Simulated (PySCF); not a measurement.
C4H4BrCl, SMILES ClCC=C=CBr.

Geometry: PBE0-D3(BJ)/def2-SVP. The structure was generated by enumeration; whether it is a known compound was not checked. One conformer was computed; it need not be the lowest.

Two levels are set side by side: PBE/def2-TZVP (PySCF) and ωB97X/def2-TZVP (PySCF). Same geometry, gas phase. Differences are taken from unrounded values.

```csv
quantity,ωB97X,PBE,PBE minus ωB97X
orbital gap (eV),10.56,4.00,-6.57
highest occupied level (eV),-9.75,-6.29,3.45
lowest empty level (eV),0.82,-2.30,-3.11
dipole moment (D),0.42,0.40,-0.02
mean polarisability (bohr³),84.8,89.3,4.5
```

Without exact exchange PBE keeps part of each electron's self-repulsion, which lifts occupied levels and narrows the gap. PBE's more diffuse valence density responds more strongly to a field. Differences between two approximate levels are no errors against the true value.

Rough cost on one machine, each run with all the roots and properties that it gave: ωB97X against PBE within a factor of 2.
